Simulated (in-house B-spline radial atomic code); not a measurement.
**RPA and G0W0 on r2SCAN0: the rubidium ion Rb⁴⁺**

Configuration [Ar] 3d10 4s2 4p3, highest spin, mean-field start r2SCAN0. Computed with a B-spline radial code for spherical atoms: all electrons, scalar-relativistic (spin-free one-electron X2C), finite nucleus, each spin shell either full or empty, empty states to l = 9 with an (l + 1/2)⁻⁴ tail; G0W0 by contour deformation at full frequency.

Command:
```bash
python run_gw.py task.json out
```
Settings (radii: box in bohr, nucleus in fm):
```
Z                        37
electrons                33
configuration            [Ar] 3d10 4s2 4p3
hamiltonian              x2c
method                   r2scan0
lmax                     9
rms_radius               4.2036
spin_polarised           True
box_radius               11.96
intervals                68
```

Time taken, with all properties: 4.8 s on 1 thread of Arm Neoverse N1 (shared host).

Energies (hartree):

```tsv
term	value
mean-field total	-2976.48382
Hartree-Fock functional on these orbitals	-2974.77630
direct second order	-2.7087
second-order exchange	0.79467
SOSEX correction	0.7403
```

Question: What is the RPA correlation energy, and what remains with SOSEX?

Answer: RPA gives -2.401 hartree (-1.98 eV per electron); RPA + SOSEX gives -1.6607, and the second-order doubles -1.914 hartree (no singles). SOSEX takes back 31 % of the RPA value.

Quasi-particle levels (eV):

```csv
level,occupied,mean field,Σx - vxc,Σc,QP weight,G0W0
4p up,yes,-64.63,-4.47,?,?,?
4s down,yes,-77.55,-2.79,-2.62,0.959,-82.97
3d down,yes,-162.77,-14.84,4.91,0.921,-172.70
4p down,no,-55.85,6.35,-2.64,0.959,-52.15
```

G0W0 = mean field + (Σx - vxc) + Σc, with Σc (partial-wave tail included) taken at the quasi-particle energy. Only the outer levels were computed. Levels of low weight are left out.

Question: Where does G0W0 put 4p up?

Answer: At -69.62 eV, with Σc = -0.51 eV and a quasi-particle weight of 0.960. The tabulated removal energy is 68.44 ± 0.15 eV (NIST, tabulated theory); the calculation leaves out spin-orbit coupling, Breit and QED terms, and what these don't explain is the method's own error.
